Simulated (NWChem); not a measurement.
System: C$_{3}$H$_{6}$O; SMILES C1COC1

Excerpt of the output:

```
             Northwest Computational Chemistry Package (NWChem) 7.3.0
             --------------------------------------------------------

                             Geometry "geometry" -> ""
                             -------------------------

 Output coordinates in angstroms (scale by  1.889725989 to convert to a.u.)

  No.       Tag          Charge          X              Y              Z
 ---- ---------------- ---------- -------------- -------------- --------------
    1 C                    6.0000     0.00000000     0.00000000     1.06701300
    2 C                    6.0000     0.00000000     1.02526700    -0.07389000
    3 O                    8.0000     0.00000000     0.00000000    -1.06290100
    4 C                    6.0000     0.00000000    -1.02526700    -0.07389000
    5 H                    1.0000     0.89454000     0.00000000     1.70470800
    6 H                    1.0000    -0.89454000     0.00000000     1.70470800
    7 H                    1.0000    -0.89520600     1.67022500    -0.13758500
    8 H                    1.0000     0.89520600     1.67022500    -0.13758500
    9 H                    1.0000     0.89520600    -1.67022500    -0.13758500
   10 H                    1.0000    -0.89520600    -1.67022500    -0.13758500

 Effective nuclear repulsion energy (a.u.)     128.7521154426

                                 NWChem DFT Module
                                 -----------------

 Summary of "ao basis" -> "ao basis" (spherical)
 ------------------------------------------------------------------------------
       Tag                 Description            Shells   Functions and Types
 ---------------- ------------------------------  ------  ---------------------
 C                          def2-svp                 6       14   3s2p1d
 O                          def2-svp                 6       14   3s2p1d
 H                          def2-svp                 3        5   2s1p

            General Information
            -------------------
          SCF calculation type: DFT
          Wavefunction type:  closed shell.
          No. of atoms     :    10
          No. of electrons :    32
           Alpha electrons :    16
            Beta electrons :    16
          Charge           :     0
          Spin multiplicity:     1
          Use of symmetry is: off; symmetry adaption is: off
          Maximum number of iterations: 150
          AO basis - number of functions:    86
                     number of shells:    42
          Convergence on energy requested:  1.00D-06
          Convergence on density requested:  1.00D-05
          Convergence on gradient requested:  5.00D-04

              XC Information
              --------------
                         B3LYP Method XC Potential
                     Hartree-Fock (Exact) Exchange  0.200
                        Slater Exchange Functional  0.800 local
                    Becke 1988 Exchange Functional  0.720 non-local
              Lee-Yang-Parr Correlation Functional  0.810
                  VWN I RPA Correlation Functional  0.190 local

             Grid Information
             ----------------
          Grid used for XC integration:  medium
          Radial quadrature: Mura-Knowles
          Angular quadrature: Lebedev.
          Tag              B.-S. Rad. Rad. Pts. Rad. Cut. Ang. Pts.
          ---              ---------- --------- --------- ---------
          C                   0.70       49           9.0       434
          O                   0.60       49           8.0       434
          H                   0.35       45          10.0       434
          Grid pruning is: on
          Number of quadrature shells:   466
          Spatial weights used:  Erf1

      Superposition of Atomic Density Guess
      -------------------------------------

 Sum of atomic energies:        -190.56125950

      Non-variational initial energy
      ------------------------------

 Total energy =    -193.115971
 1-e energy   =    -512.304663
 2-e energy   =     190.436577
 HOMO         =      -0.312155
 LUMO         =       0.103410

     ---------------------------------------------
      Total Density - Mulliken Population Analysis
     ---------------------------------------------

    Atom       Charge   Shell Charges
 -----------   ------   -------------------------------------------------------
    1 C    6     6.29   1.99  0.97  0.23  2.04  1.02  0.03
    2 C    6     5.74   1.99  0.94  0.20  1.79  0.77  0.06
    3 O    8     8.69   1.99  1.11  0.72  2.98  1.88  0.01
    4 C    6     5.74   1.99  0.94  0.20  1.79  0.77  0.06
    5 H    1     0.90   0.68  0.20  0.02
    6 H    1     0.90   0.68  0.20  0.02
    7 H    1     0.94   0.70  0.22  0.02
    8 H    1     0.94   0.70  0.22  0.02
    9 H    1     0.94   0.70  0.22  0.02
   10 H    1     0.94   0.70  0.22  0.02

   convergence    iter        energy       DeltaE   RMS-Dens  Diis-err
 ---------------- ----- ----------------- --------- --------- ---------
 d= 0,ls=0.0,diis     1   -192.9010706688 -3.22D+02  1.21D-02  5.02D-01
 d= 0,ls=0.0,diis     2   -192.8954775541  5.59D-03  6.16D-03  6.67D-01
 d= 0,ls=0.0,diis     3   -192.9579746910 -6.25D-02  1.35D-03  4.07D-02
 d= 0,ls=0.0,diis     4   -192.9612157585 -3.24D-03  5.38D-04  3.12D-03
 d= 0,ls=0.0,diis     5   -192.9615541479 -3.38D-04  1.15D-04  1.33D-04
  Resetting Diis
 d= 0,ls=0.0,diis     6   -192.9615709946 -1.68D-05  9.56D-06  3.48D-07
 d= 0,ls=0.0,diis     7   -192.9615710269 -3.23D-08  6.62D-06  1.38D-07

         Total DFT energy =     -192.961571026942
      One electron energy =     -515.869154645868
           Coulomb energy =      221.261739764300
    Exchange-Corr. energy =      -27.106271587958
 Nuclear repulsion energy =      128.752115442584

 Numeric. integr. density =       32.000001196065

                       DFT Final Molecular Orbital Analysis
                       ------------------------------------

 Vector   14  Occ=2.000000D+00  E=-3.354158D-01
              MO Center=  1.3D-09,  1.8D-09,  2.5D-01, r^2= 2.3D+00
   Bfn.  Coefficient  Atom+Function         Bfn.  Coefficient  Atom+Function
  ----- ------------  ---------------      ----- ------------  ---------------
     5      0.382734   1 C  py               19     -0.293716   2 C  py
    47     -0.293716   4 C  py                8      0.184451   1 C  py
    33      0.164866   3 O  py               22     -0.153491   2 C  py
    50     -0.153491   4 C  py               20      0.152693   2 C  pz
    48     -0.152693   4 C  pz               67     -0.141707   7 H  s

 Vector   15  Occ=2.000000D+00  E=-3.088607D-01
              MO Center=  3.6D-10,  5.5D-11, -4.2D-01, r^2= 2.0D+00
   Bfn.  Coefficient  Atom+Function         Bfn.  Coefficient  Atom+Function
  ----- ------------  ---------------      ----- ------------  ---------------
    34      0.487278   3 O  pz               37      0.354766   3 O  pz
     6      0.294484   1 C  pz               20     -0.241037   2 C  pz
    48     -0.241037   4 C  pz               31     -0.147584   3 O  s
    57      0.124385   5 H  s                62      0.124385   6 H  s
    30     -0.122889   3 O  s                 2     -0.113496   1 C  s

 Vector   16  Occ=2.000000D+00  E=-2.467094D-01
              MO Center=  1.7D-09,  6.4D-09, -6.7D-01, r^2= 2.0D+00
   Bfn.  Coefficient  Atom+Function         Bfn.  Coefficient  Atom+Function
  ----- ------------  ---------------      ----- ------------  ---------------
    32      0.554818   3 O  px               35      0.409829   3 O  px
    67      0.191259   7 H  s                72     -0.191259   8 H  s
    77     -0.191259   9 H  s                82      0.191259  10 H  s
    68      0.163974   7 H  s                73     -0.163974   8 H  s
    78     -0.163974   9 H  s                83      0.163974  10 H  s

 Vector   17  Occ=0.000000D+00  E= 5.723443D-02
              MO Center= -6.7D-09, -1.7D-08,  7.3D-01, r^2= 6.4D+00
   Bfn.  Coefficient  Atom+Function         Bfn.  Coefficient  Atom+Function
  ----- ------------  ---------------      ----- ------------  ---------------
     3      1.572611   1 C  s                58     -0.917493   5 H  s
    63     -0.917493   6 H  s                17      0.763902   2 C  s
    45      0.763902   4 C  s                68     -0.715257   7 H  s
    73     -0.715257   8 H  s                78     -0.715257   9 H  s
    83     -0.715257  10 H  s                22      0.464566   2 C  py

 Vector   18  Occ=0.000000D+00  E= 8.023404D-02
              MO Center= -5.7D-09, -1.1D-08,  8.2D-01, r^2= 5.8D+00
   Bfn.  Coefficient  Atom+Function         Bfn.  Coefficient  Atom+Function
  ----- ------------  ---------------      ----- ------------  ---------------
    58      1.005380   5 H  s                63     -1.005380   6 H  s
     7     -0.702275   1 C  px               68     -0.664115   7 H  s
    73      0.664115   8 H  s                78      0.664115   9 H  s
    83     -0.664115  10 H  s                21     -0.418478   2 C  px
    49     -0.418478   4 C  px                4     -0.257408   1 C  px

 Vector   19  Occ=0.000000D+00  E= 8.555442D-02
              MO Center=  9.3D-09, -9.0D-09,  9.0D-02, r^2= 3.9D+00
   Bfn.  Coefficient  Atom+Function         Bfn.  Coefficient  Atom+Function
  ----- ------------  ---------------      ----- ------------  ---------------
     3      2.255120   1 C  s                23     -0.869055   2 C  pz
    51     -0.869055   4 C  pz               17     -0.835836   2 C  s
    45     -0.835836   4 C  s                31     -0.807280   3 O  s
    58     -0.525497   5 H  s                63     -0.525497   6 H  s
     9     -0.481020   1 C  pz               37     -0.278460   3 O  pz

     ---------------------------------------------
      Total Density - Mulliken Population Analysis
     ---------------------------------------------

    Atom       Charge   Shell Charges
 -----------   ------   -------------------------------------------------------
    1 C    6     6.10   1.98  0.92  0.17  2.14  0.85  0.03
    2 C    6     5.78   1.99  0.93  0.10  2.06  0.65  0.06
    3 O    8     8.40   1.99  1.09  0.72  2.87  1.71  0.02
    4 C    6     5.78   1.99  0.93  0.10  2.06  0.65  0.06
    5 H    1     0.98   0.75  0.21  0.02
    6 H    1     0.98   0.75  0.21  0.02
    7 H    1     1.00   0.76  0.22  0.02
    8 H    1     1.00   0.76  0.22  0.02
    9 H    1     1.00   0.76  0.22  0.02
   10 H    1     1.00   0.76  0.22  0.02

     -------------------------------------------
      Total Density - Lowdin Population Analysis
     -------------------------------------------

    Atom       Charge   Shell Charges
 -----------   ------   -------------------------------------------------------
    1 C    6     6.06   1.96  0.59  0.30  1.94  1.18  0.08
    2 C    6     5.91   1.96  0.59  0.30  1.85  1.06  0.14
    3 O    8     8.21   1.97  0.92  0.61  2.75  1.93  0.03
    4 C    6     5.91   1.96  0.59  0.30  1.85  1.06  0.14
    5 H    1     0.98   0.64  0.27  0.07
    6 H    1     0.98   0.64  0.27  0.07
    7 H    1     0.99   0.66  0.27  0.06
    8 H    1     0.99   0.66  0.27  0.06
    9 H    1     0.99   0.66  0.27  0.06
   10 H    1     0.99   0.66  0.27  0.06

     Multipole analysis of the density
     ---------------------------------

     L   x y z        total         alpha         beta         nuclear
     -   - - -        -----         -----         ----         -------
     0   0 0 0     -0.000000    -16.000000    -16.000000     32.000000

     1   1 0 0      0.000000      0.000000      0.000000      0.000000
     1   0 1 0     -0.000000     -0.000000     -0.000000      0.000000
     1   0 0 1      0.743586      0.493429      0.493429     -0.243272

     2   2 0 0    -18.049744    -17.606102    -17.606102     17.162459
     2   1 1 0      0.000000      0.000000      0.000000      0.000000
     2   1 0 1      0.000000      0.000000      0.000000      0.000000
     2   0 2 0    -17.320325    -51.107039    -51.107039     84.893752
     2   0 1 1      0.000000      0.000000      0.000000      0.000000
     2   0 0 2    -20.617504    -49.273461    -49.273461     77.929418

                     NWChem Electrostatic Potential Fit Module
                     -----------------------------------------

 Atom parameters

 Number of atoms is                                   10
 Number of basis functions is                         86

 Grid parameters

 Maximum number of grid points is                  37717
 Number of grid points is                          37716
 Grid range                                     0.300000 nm
 Grid spacing                                   0.020000 nm
 Probe radius                                   0.070000 nm
 Atom radius factor                             1.000000

 Atomic radii

    1    0.100000
    6    0.147000
    8    0.136000
 FASTESP  F
  using M.O. file = ./job.movecs

    Atom              Coordinates                           Charge

                                                  ESP

    1 C     0.000000    0.000000    0.106701   -0.355098
    2 C     0.000000    0.102527   -0.007389    0.534505
    3 O     0.000000    0.000000   -0.106290   -0.550303
    4 C     0.000000   -0.102527   -0.007389    0.528458
    5 H     0.089454    0.000000    0.170471    0.067597
    6 H    -0.089454    0.000000    0.170471    0.067551
    7 H    -0.089521    0.167023   -0.013759   -0.074070
    8 H     0.089521    0.167023   -0.013759   -0.074458
    9 H     0.089521   -0.167023   -0.013759   -0.072079
   10 H    -0.089521   -0.167023   -0.013759   -0.072102
                                            ------------
                                                0.000000

 Dipole moment                                  0.752381

 Quadrupole moment Qxx                          0.171163
                   Qyy                          4.748282
                   Qzz                         -4.919444

 RMS deviation kJ/mol                           0.060889

 RRMS %                                        32.228048
```

Level: B3LYP/def2-SVP. Structure relaxed at the PBE0/def2-SVP level. B3LYP is NWChem's, with the RPA form of VWN correlation.

Task: Which NWChem input produces such a log?

Result: One answer among several that fit: the input that was run:
```
start job
memory heap 200 mb stack 900 mb global 1100 mb
geometry units angstroms noautosym nocenter noautoz
  C      0.000000     0.000000     1.067013
  C      0.000000     1.025267    -0.073890
  O      0.000000     0.000000    -1.062901
  C      0.000000    -1.025267    -0.073890
  H      0.894540     0.000000     1.704708
  H     -0.894540     0.000000     1.704708
  H     -0.895206     1.670225    -0.137585
  H      0.895206     1.670225    -0.137585
  H      0.895206    -1.670225    -0.137585
  H     -0.895206    -1.670225    -0.137585
end
basis spherical
  * library def2-svp
end
dft
  xc b3lyp
  iterations 150
  mulliken
end
task dft energy
esp
  recalculate
  probe 0.07
  range 0.3
  factor 1.0
  spacing 0.02
end
task esp
```
